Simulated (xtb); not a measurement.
C$_{4}$H$_{2}$F$_{3}$O$_{2}$, doublet, at a GFN2-xTB geometry. Base run: GFN2-xTB run with xtb.

The xtb input:
```
$ xtb mol.xyz --gfn 2 --uhf 1 --json

# file mol.xyz
11

O      0.82789346     1.23179624     0.36035721
C      0.28479060     0.17548767     0.04107469
C      0.94444449    -1.00447552    -0.38586818
C      2.30150257    -0.89639379    -0.42666776
O      3.00283525     0.10472525    -0.13516509
C     -1.25906103     0.06198459     0.09139805
F     -1.63968948    -0.90302803     0.93919210
F     -1.75514222    -0.25781263    -1.11120989
F     -1.83737272     1.19220159     0.47950405
H      0.40015599    -1.89020288    -0.64832010
H      2.41379458     0.89616470     0.15978629
```

The base run was repeated with changes; each row names its change, and settings that it needs were set with it.

```tsv
change	ΔE vs base (mEh)	dipole (D)	G_solv (kcal/mol)	SCF cycles
base	0.000	2.08	-	11
gbsa = methanol	-8.696	2.68	-6.15	11
file = coord	0.000	2.08	-	11
etemp = 10000	-51.625	1.73	-	12
alpb = acetone	-11.817	2.51	-7.78	11
acc = 0.1	0.000	2.08	-	13
```

ALPB and GBSA are two models with their own fitted parameters for each solvent, which aren't always the measured dielectric constant.
